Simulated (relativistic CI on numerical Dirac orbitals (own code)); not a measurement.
## Transition arrays of Fe⁷⁺

Computed by Dirac-Coulomb-Breit CI, KLI orbitals optimised for each configuration, QED by a radiative potential, valence Slater integrals scaled by 0.9, whole transition arrays (own radial code, finite nucleus).

Configurations in the expansion (outside the closed core [Ne] 3s2): 3p6 3d, 3p6 4f, 3p5 3d2, 3p6 4p, 3p6 5f. Levels of other configurations are missing.

All E1 lines from the levels of 3p6 3d; mean and standard deviation are weighted by gf, and upper levels are sorted by their leading configuration.

| Upper configuration | Lines | Σgf | Mean (eV) | Mean (nm) | σ (eV) | Strongest line (nm) |
| --- | --- | --- | --- | --- | --- | --- |
| 3p6 4f | 3 | 6.9 | 94.32 | 13.145 | 0.10 | 13.156 |
| 3p5 3d2 | 60 | 33.8 | 72.68 | 17.058 | 3.92 | 16.453 |
| 3p6 4p | 3 | 1.1 | 63.65 | 19.478 | 0.20 | 19.442 |
| 3p6 5f | 3 | 3.0 | 114.16 | 10.860 | 0.11 | 10.869 |

Σgf per state of the lower configuration in bins of 0.2 nm over the central range (centre: value): 10.9: 0.30, 13.1: 0.69, 16.3: 0.59, 16.5: 1.03, 16.7: 0.72, 18.3: 0.96, 18.5: 0.02, 19.5: 0.11.

(1) How do configuration mixing and the scaling of the Slater integrals move the arrays?

Results:

(1) Slater scale 0.9, no configuration mixing: 3p6 4f 93.9 ± 0.1 eV (Σgf 4.6), 3p5 3d2 72.6 ± 3.7 eV (Σgf 36.6), 3p6 4p 63.7 ± 0.1 eV (Σgf 0.7), 3p6 5f 114.0 ± 0.1 eV (Σgf 2.0); Slater scale 1: 3p6 4f 94.4 ± 0.1 eV (Σgf 7.3), 3p5 3d2 74.5 ± 4.4 eV (Σgf 34.4), 3p6 4p 63.4 ± 0.1 eV (Σgf 1.0), 3p6 5f 114.2 ± 0.1 eV (Σgf 3.2); Slater scale 0.8: 3p6 4f 94.2 ± 0.1 eV (Σgf 6.6), 3p5 3d2 70.9 ± 3.5 eV (Σgf 33.2), 3p6 4p 63.6 ± 0.2 eV (Σgf 1.2), 3p6 5f 114.1 ± 0.1 eV (Σgf 2.9). With mixing, levels are counted to their leading configuration, so an array can shrink or vanish into another, and the sums then hold other lines.
